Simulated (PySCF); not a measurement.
BLYP on Al⁻ (aluminium, charge -1), [Ne] 3s2 3p2, high-spin 3P determinant. Calculation: PySCF 2.14, in aug-cc-pCVTZ-DK with one added diffuse shell each of s, p, d, f type (9s8p6d4f, 91 functions); scalar relativity by spin-free X2C-1e.

```
cycle= 1 E= -242.834695690571  delta_E= -0.011  |g|= 0.0155  |ddm|= 1.38
cycle= 2 E= -242.832695700977  delta_E= 0.002  |g|= 0.0393  |ddm|= 1.43
cycle= 3 E= -242.817440687503  delta_E= 0.0153  |g|= 0.0743  |ddm|= 1.23
cycle= 4 E= -242.837712037146  delta_E= -0.0203  |g|= 0.02  |ddm|= 1.02
cycle= 5 E= -242.839454762536  delta_E= -0.00174  |g|= 0.0113  |ddm|= 0.377
cycle= 6 E= -242.839877954927  delta_E= -0.000423  |g|= 0.00571  |ddm|= 0.0835
cycle= 7 E= -242.839938524618  delta_E= -6.06e-05  |g|= 0.00431  |ddm|= 0.0304
cycle= 8 E= -242.839926767062  delta_E= 1.18e-05  |g|= 0.00454  |ddm|= 0.00286
cycle= 9 E= -242.839945987583  delta_E= -1.92e-05  |g|= 0.00399  |ddm|= 0.00523
cycle= 10 E= -242.840007950771  delta_E= -6.2e-05  |g|= 0.00115  |ddm|= 0.0286
cycle= 11 E= -242.840013640979  delta_E= -5.69e-06  |g|= 5.74e-05  |ddm|= 0.0119
cycle= 12 E= -242.840013654561  delta_E= -1.36e-08  |g|= 1.31e-06  |ddm|= 0.000584
cycle= 13 E= -242.840013654568  delta_E= -7.11e-12  |g|= 4.94e-07  |ddm|= 1.77e-05
converged SCF energy = -242.840013654568  <S^2> = 2.0024269  2S+1 = 3.0016175
```

Highest occupied orbital energy: 0.958 eV; ⟨L²⟩ = 2.01; populations by l: s 6.00, p 8.00, d 0.00, f 0.00.

Question: Can this result be used?

Answer: With care. Self-consistency was reached. At BLYP the highest occupied level has a positive energy, so only the finite basis holds that electron; in a semilocal or global hybrid functional this comes from self-interaction and does not mean that the real anion is unbound.
